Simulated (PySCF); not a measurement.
CBr2F2. Atoms are numbered in the order given.

```xyz
5

F      0.0000     1.0844    -1.4536
C      0.0000     0.0000    -0.6762
F      0.0000    -1.0844    -1.4536
Br    -1.6192     0.0000     0.4317
Br     1.6192     0.0000     0.4317
```

Coordinates come from a PBE-D3(BJ)/def2-SVP optimisation.

All values below come from TDA-LC-ωPBE/def2-SVPD in PySCF.

Vertical excitations.  State labels are in the subgroup C2v.

```
state  symmetry  energy (eV)  λ (nm)      f                                                main pairs
-----  --------  -----------  ------  -----  --------------------------------------------------------
S1           B1         5.49     226  0.011                                            HOMO→LUMO 86 %
S2           A2         5.74     216  0.000                                          HOMO−1→LUMO 84 %
S3           B2         6.07     204  0.001                      HOMO−2→LUMO 74 %, HOMO−1→LUMO+1 17 %
S4           A1         6.23     199  0.000                        HOMO−3→LUMO 59 %, HOMO→LUMO+1 28 %
S5           A1         7.99     155  0.000       HOMO→LUMO+1 49 %, HOMO−3→LUMO 36 %, HOMO→LUMO+3 9 %
S6           B1         8.14     152  0.335                                          HOMO−4→LUMO 87 %
S7           B2         8.19     151  0.001  HOMO−1→LUMO+1 60 %, HOMO−2→LUMO 21 %, HOMO−1→LUMO+3 12 %
S8           A2         8.44     147  0.000  HOMO−2→LUMO+1 66 %, HOMO−2→LUMO+3 13 %, HOMO−1→LUMO 11 %
S9           B1         8.70     143  0.029                      HOMO−3→LUMO+1 58 %, HOMO→LUMO+2 23 %
S10          B1         9.00     138  0.231                      HOMO→LUMO+2 53 %, HOMO−3→LUMO+3 20 %
T1           B1         4.66     266      0                                            HOMO→LUMO 84 %
T2           A2         4.93     251      0                      HOMO−1→LUMO 77 %, HOMO−2→LUMO+1 13 %
T3           B2         5.18     239      0                      HOMO−2→LUMO 67 %, HOMO−1→LUMO+1 20 %
T4           A1         5.30     234      0                        HOMO−3→LUMO 59 %, HOMO→LUMO+1 26 %
```
Triplets are in the Tamm–Dancoff approximation.
